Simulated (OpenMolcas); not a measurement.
## Rh2+: moving or changing the point charges

Rh2+ among 6 point charges of -1.5 e arranged as a trigonal prism (D3h), 2.03 Å from the ion, with a polar angle of 54.5° against the regular 49.1°.
```
   1.6527    0.0000    1.1788  -1.50
  -0.8263    1.4313    1.1788  -1.50
  -0.8263   -1.4313    1.1788  -1.50
   1.6527    0.0000   -1.1788  -1.50
  -0.8263    1.4313   -1.1788  -1.50
  -0.8263   -1.4313   -1.1788  -1.50
```

- Program: OpenMolcas
- Method: CASSCF
- Basis: ANO-RCC-VDZP [6s5p3d1f]
- Scalar Hamiltonian: DKH2, point nucleus
- Active space: 7 electrons in 5 orbitals (4d)
- State averaging: 2S+1 = 4 even, 10 roots; 2S+1 = 2 even, 40 roots
- Spin-orbit coupling: RASSI with atomic mean-field integrals over the reference wave functions

Runs around this geometry, states (labels of D3, the rotations of D3h). Energies in cm-1 above the lowest state or level, χT in cm3 K/mol.

```csv
R (Å),q (e),Polar angle / regular,Ground state,First state of that spin,First gap with spin-orbit (degeneracies),χT at 300 K,First state of another spin
2.03,-0.98,1.11,4E,4E 3238,"409.2 (2, 2)",4.114,2E 15309
2.03,-1.5,1.11,4E,4E 5204,"505.0 (2, 2)",3.859,2E 14743
2.27,-1.5,1.11,4E,4E 3140,"400.7 (2, 2)",4.136,2E 15295
2.03,-1.5,1.2,4E,4E 3353,"406.7 (2, 2)",3.960,2E 15498
```

Taking the first state of the same spin as R^-n, n = -ln(3140 / 5204) / ln(2.27 / 2.03) = 4.5 between the shortest and longest distance.

Scaling the charges by -0.98 / -1.5 = 0.65 scales the first state of the same spin by 3238 / 5204 = 0.62; with fixed orbitals a first-order splitting would follow the charge.

An orbital doublet at a regular site is open to a Jahn-Teller distortion, which this geometry leaves out. Without dynamic correlation the repulsion within the d shell is too large (B by tens of per cent), so at a given field states of lower spin stand too high. Point charges give a weaker field than real ligands, and real ions of this kind are as a rule low spin; the high spin found here belongs to the model. The ground term spreads over less than 5000 cm-1, several times less than with real ligands, so orbital moments are less quenched and χT lies further from the spin-only value than at real sites (holds for R = 2.03, q = -0.98, ratio = 1.11; R = 2.27, q = -1.5, ratio = 1.11). Point charges carry no covalency, so the field is a model and not that of real ligands. No measured value stands beside these numbers.
